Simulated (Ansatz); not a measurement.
`[CH3][Zn][S][Si](C)(C)C`. Total charge 0; spin multiplicity 1. All single points use the PBE0-D4/def2-TZVP geometry. It is one conformer, not always the lowest.

```xyz
19

C     3.516   -1.586   -0.058
Zn    2.334   -0.117    0.373
S     1.020    1.536    0.862
Si   -0.819    0.686    0.153
C    -1.240   -0.869    1.109
C    -2.132    1.987    0.430
C    -0.698    0.271   -1.670
H     2.939   -2.471   -0.335
H     4.167   -1.326   -0.895
H     4.142   -1.842    0.800
H    -1.272   -0.668    2.182
H    -2.217   -1.258    0.803
H    -0.502   -1.658    0.938
H    -3.108    1.625    0.096
H    -2.207    2.243    1.490
H    -1.898    2.900   -0.122
H     0.040   -0.515   -1.856
H    -0.405    1.149   -2.250
H    -1.661   -0.085   -2.049
```

(1) What is the dipole moment at ωB97M-V/def2-TZVPP? (An estimate is asked.)

(2) And with PBE, r2SCAN, B3LYP? (Estimate.)

(3) Give the Mulliken charges with ωB97M-V, B3LYP, r2SCAN in def2-TZVPP. (Estimate.)

Results:

(1) Ansatz gave: 1.55 D, with components (-0.26, -1.38, -0.66) D in this frame, pointing from negative to positive charge.

(2) The calculation gave: PBE 1.57 D, r2SCAN 1.63 D, B3LYP 1.56 D.

(3) The calculation gave: 
```csv
atom,ωB97M-V,B3LYP,r2SCAN
C1,-0.53,-0.45,-0.37
Zn2,0.36,0.33,0.33
S3,-0.34,-0.39,-0.41
Si4,0.42,0.52,0.49
C5,-0.42,-0.38,-0.29
C6,-0.45,-0.39,-0.32
C7,-0.43,-0.38,-0.29
H8,0.12,0.10,0.07
H9,0.12,0.10,0.08
H10,0.13,0.10,0.08
H11,0.13,0.10,0.08
H12,0.12,0.09,0.07
H13,0.10,0.08,0.05
H14,0.11,0.09,0.06
H15,0.12,0.10,0.07
H16,0.12,0.10,0.07
H17,0.10,0.08,0.05
H18,0.13,0.10,0.08
H19,0.12,0.09,0.07
```

B3LYP here is the variant with VWN-RPA as its local correlation; programs differ in this.
